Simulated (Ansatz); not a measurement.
Consider the redistribution: `[F][GeH]([F])[GeH3]` + `C[SiH](F)C#N` → `N#[C][GeH]([F])[F]` + `C[SiH](F)[GeH3]`.

Gas-phase electronic energies from Ansatz, PBE0-D4/def2-TZVP geometries. CCSD(T)/CBS adds triple-zeta CCSD(T) − MP2 to the extrapolated MP2 energy (def2 sets, frozen cores). DFT in def2-TZVPP. For Ge outer-core shells are correlated without core-valence functions, which leaves a few kJ/mol of doubt a bond. Scalar relativity is left out up to krypton.

(1) Is it downhill or uphill in electronic energy at CCSD(T)/CBS, and by how much? (Best estimate.)

(2) What do these levels give: BLYP-D4, r2SCAN-D4, PBE0-D4, BHLYP-D4, B2PLYP, revPBE, LC-ωPBE, MP2/def2-SVP, CCSD(T)/def2-SVP, HF/def2-TZVPP, MP2/def2-QZVPP, HF/CBS(def2)? (An estimate is asked.)

Largest T1 diagnostic among the species: 0.013.

Answers

(1) Ansatz gave: Uphill: ΔE = +59.1 kJ/mol.

(2) Computed: BLYP-D4 65.2, r2SCAN-D4 61.4, PBE0-D4 58.9, BHLYP-D4 64.1, B2PLYP 62.0, revPBE 60.0, LC-ωPBE 57.4, MP2/def2-SVP 51.7, CCSD(T)/def2-SVP 51.3, HF/def2-TZVPP 61.0, MP2/def2-QZVPP 59.3, HF/CBS(def2) 62.9 kJ/mol.

Leaving LDA and LC-ωPBE aside and taking each functional with its dispersion term where it has one, the values, not all of them listed here, spread over 8.5 kJ/mol, from PBE-QIDH to BLYP-D4. At CCSD(T), def2-SVP lies −7.8 kJ/mol from the extrapolated value and def2-TZVPP −5.9 kJ/mol. In def2-TZVPP, CCSD(T) changes the Hartree–Fock value by −7.8 kJ/mol (the triples alone add −1.1 kJ/mol) and MP2 by −5.6 kJ/mol.
